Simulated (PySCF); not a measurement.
## Adding and removing an electron: Tl2

UHF; Tl def2-SVP with ECP60; scalar-relativistic core potentials (PySCF 2.14). Neutral (UHF): triplet (σ ↑, π ↑), Re = 3.186 Å, ωe = 81.7 cm⁻¹, De = 0.51 eV, HOMO -4.99 eV, LUMO -0.12 eV.

Tl₂⁺ (UHF): doublet (σ ↑), Re = 3.761 Å, ωe = 47.6 cm⁻¹, De = 1.01 eV to Tl⁺ + Tl. The energies at the minima are -343.04560 hartree for Tl2 and -342.88031 for Tl₂⁺.

Question: Work out the adiabatic ionisation energy, without and with harmonic zero-point energies (1 hartree = 27.2114 eV, 1 eV = 8065.5 cm⁻¹), and the change of the bond length.

Answer: At UHF: 0.16529 hartree = 4.498 eV between the minima; the zero-point term (47.6 − 81.7)/2 cm⁻¹ = -0.002 eV makes it 4.496 eV. Re changes by +57.5 pm against the neutral. The electron leaves a π orbital, and the ion is left as a loose complex of an ion and an atom.

Spin–orbit coupling is left out, which matters for elements this heavy, above all for dissociation energies. Hartree–Fock leaves out correlation, which carries a large part of most bond energies and some tenths to 1 eV of ionisation energies. States were picked by a PBE0 search and need not be the measured ground states.
